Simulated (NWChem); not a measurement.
System: CdICl; SMILES [Cl][Cd][I]

NWChem input:

```
start job
memory heap 200 mb stack 900 mb global 1100 mb
geometry units angstroms noautoz
  Cd    -0.211153     0.722673     0.000000
  Cl    -0.601130     2.975645     0.000000
  I      0.228639    -1.820072     0.000000
end
basis spherical
  Cd library def2-svp
  Cl library def2-svp
  I library def2-svp
end
ecp
  Cd library def2-ecp
  I library def2-ecp
end
dft
  xc pbe0
  iterations 150
  mulliken
end
task dft energy
```

Structure relaxed at the PBE0/def2-SVP level. def2 effective core potentials on Cd, I; no spin-orbit coupling.

What results follow from this input? (PBE0/def2-SVP with def2 effective core potentials on Cd, I.) Quantities: energy (Ha); highest occupied level (eV); orbital gap (eV); dipole (D).


- energy (Ha): -925.44
- highest occupied level (eV): -7.86
- orbital gap (eV): 5.61
- dipole (D): 0.65
